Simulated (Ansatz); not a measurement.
`[BH2][GaH][O]C` + H₂S → `C[O][GaH][SH]` + BH₃  (cleavage of the Ga–B bond)

Computed with Ansatz on PBE0-D4/def2-TZVP structures; ΔE is electronic, products minus reactants. CCSD(T)/CBS is the MP2 limit (def2-TZVPP, def2-QZVPP) plus CCSD(T) − MP2 in def2-TZVPP, frozen cores. This one scheme is used for every species. Functionals use def2-TZVPP. For Ga outer-core shells are correlated without core-valence functions, which leaves a few kJ/mol of doubt a bond. Scalar relativity is left out up to krypton. Each species was taken in one conformer, which may not be the lowest.

`[BH2][GaH][O]C`:

Z-matrix (Å, degrees):
```
C
O 1 1.401
H 1 1.096 2 110.1
H 1 1.096 2 110.1 3 118.6
H 1 1.099 2 113.0 3 -120.7
Ga 2 1.791 1 123.9 3 120.7
B 6 2.077 2 114.5 1 180.0
H 6 1.574 2 113.2 1 -0.0
H 7 1.196 6 121.8 2 -90.5
H 7 1.197 6 121.7 2 90.5
```

H₂S:

Z-matrix (Å, degrees):
```
S
H 1 1.341
H 1 1.341 2 92.3
```

`C[O][GaH][SH]`:

```xyz
9

C     0.921    0.980   -0.014
O     0.602    0.006    0.944
Ga   -0.679   -1.214    0.746
S    -1.839   -1.188   -1.123
H     0.078    1.652   -0.223
H     1.744    1.589    0.370
H     1.249    0.540   -0.965
H    -0.910   -2.224    1.896
H    -1.166   -0.141   -1.630
```

BH₃:

```xyz
4

B     0.000    0.000    0.000
H     1.192   -0.024    0.055
H    -0.604   -0.986   -0.298
H    -0.588    1.009    0.243
```

| level | ΔE (kJ/mol) |
| --- | --- |
| revPBE-D4 | -99.4 |
| RPA@PBE/def2-TZVPP | -99.5 |

Question: What does CCSD(T)/CBS give? (Estimate.)

Answer: Ansatz gave: -104.0 kJ/mol. The listed levels differ from it by 4.6, 4.5 kJ/mol.

Question: What do rigid-rotor, harmonic-oscillator terms from PBE0-D4/def2-TZVP frequencies (298.15 K, 1 bar) make of the CCSD(T)/CBS value? (An estimate is asked.)

Answer: The calculation gave: ΔZPE = +3.0 kJ/mol, ΔH = -101.5 kJ/mol, ΔS = -13 J/(mol·K), ΔG = -97.7 kJ/mol.

Largest T1 diagnostic among the species: 0.015.

Leaving LDA and LC-ωPBE aside and taking each functional with its dispersion term where it has one, the values, not all of them listed here, spread over 13.1 kJ/mol, from BHLYP-D4 to PBE-D4. The D4 term adds −4.7 kJ/mol with B3LYP and −2.5 kJ/mol with PBE0; it sums over pairs of atoms, weighted by their polarisabilities, and B3LYP, whose exchange is more repulsive, gets the larger term. From BLYP to BHLYP (50 % exact exchange), in def2-TZVPP and without D4, ΔE moves by −10.6 kJ/mol.

CCSD(T)/CBS has its own doubt, a few kJ/mol and more with outer-core shells, so smaller differences from it don't rank the levels.

B3LYP here is the variant with VWN-RPA as its local correlation; programs differ in this.
